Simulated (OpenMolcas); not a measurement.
V2+: ligand-field states by method

V2+ with its 6 nearest oxide ions at 2.147 Å, on the Mg site of MgO (a = 4.2112 Å, distance in the model lattice 2.106 Å). The rest of the host is ab initio model potentials to 7.6 Å, with orthogonalisation functions on the cations behind the ligands, and point charges beyond; the distance is set by hand and nothing relaxes. Ligand basis ANO-RCC-VDZP.

```
Program             : OpenMolcas 26.06
Basis               : ANO-RCC-VDZP [5s4p2d1f]
Scalar Hamiltonian  : DKH2, point nucleus
Active space        : 3 electrons in 5 orbitals (3d)
State averaging     : 2S+1 = 4 even, 10 roots; 2S+1 = 2 even, 40 roots
Spin-orbit coupling : RASSI with atomic mean-field integrals over the reference wave functions
```

I. CASSCF
II. SS-CASPT2, IPEA 0.25 Eh, imaginary shift 0.1 Eh (closed shells correlated: 3s 3p and the ligand valence shells)

Spin-free states (labels of O, the rotations of Oh) in cm-1, each column counted from its own energy of the first state listed:

```
State  Degeneracy      I     II
  4A2           1      0      0
  4T2           3  15144  16800
   2E           2  15972  12690
  2T1           3  16753  13490
  4T1           3  23258  23460
  2T2           3  23279  18960
  2A1           1  28378  26070
  2T2           3  31451  30110
  2T1           3  31826  30140
   2E           2  33480  30550
  4T1           3  36198  36360
  2T1           3  37822  35290
  2T2           3  44233  40080
  2A2           1  46068  40960
  2T1           3  47287  47700
  2T2           3  50292  48720
   2E           2  53890  49540
  2T1           3  56910  54510
   2E           2  73565  70480
  2T2           3  75156  70290
```

From I to II, I's first state of the same spin (4T2) moves from 15144 to 16800 cm-1, by about +1700 cm-1.

From I to II, I's first state of another spin (2E) moves from 15972 to 12690 cm-1, by about -3300 cm-1.

I: A least-squares ligand-field fit to the states below 45000 cm-1, each weighted by its degeneracy and with a free common offset, gives 10Dq = 15329 cm-1, B = 913 cm-1 and C = 3196 cm-1 (C/B = 3.50), with an rms deviation of 136 cm-1. The same method and metal basis give the free ion B = 954 cm-1 (fit to its terms below 60000 cm-1, rms deviation 86 cm-1), so the nephelauxetic ratio is β = 913 / 954 = 0.96; it hangs on how both fits weigh the states, and computed free-ion B values tend to be too large, so β mixes covalency with correlation.

II: A least-squares ligand-field fit to the states below 45000 cm-1, each weighted by its degeneracy and with a free common offset, gives 10Dq = 16663 cm-1, B = 715 cm-1 and C = 2576 cm-1 (C/B = 3.60), with an rms deviation of 465 cm-1. The same method and metal basis give the free ion B = 827 cm-1 (fit to its terms below 60000 cm-1, rms deviation 408 cm-1), so the nephelauxetic ratio is β = 715 / 827 = 0.86; it hangs on how both fits weigh the states, and computed free-ion B values tend to be too large, so β mixes covalency with correlation.

From I to II, 10Dq changes by +9 %, B by -22 % and C by -19 %.

χT at 300 K: I 1.86, II 1.86 cm3 K/mol.

Roots that are degenerate in the reference are averaged as groups; the widest CASPT2 spread within a group is 680 cm-1 (the 3-fold group of multiplicity 2 near 48700 cm-1 above the lowest state of its run, II). Shifts and gaps below about the spread of the groups concerned are not significant. Over all roots computed the reference weight is 0.72 in II; a low but even weight reflects the number of correlated electrons. Ligand-to-metal charge-transfer states are missing. With no ligand orbital active B as a rule stays too high, so bands that hang on it stand too high and its fall with covalency is understated. Without dynamic correlation the repulsion within the d shell is too large (B by tens of per cent), so at a given field states of lower spin stand too high (holds for I). With metal d orbitals alone and no dynamic correlation 10Dq can be off by a tenth to a fifth, either way, in oxide and fluoride hosts (holds for I). With one d shell and no ligand orbital active, 10Dq can be off by tens of per cent for divalent 3d ions, low with halides held by bare charges and at times high in hosts (holds for II). No measured value stands beside these numbers; the geometry was set by hand and not optimised.
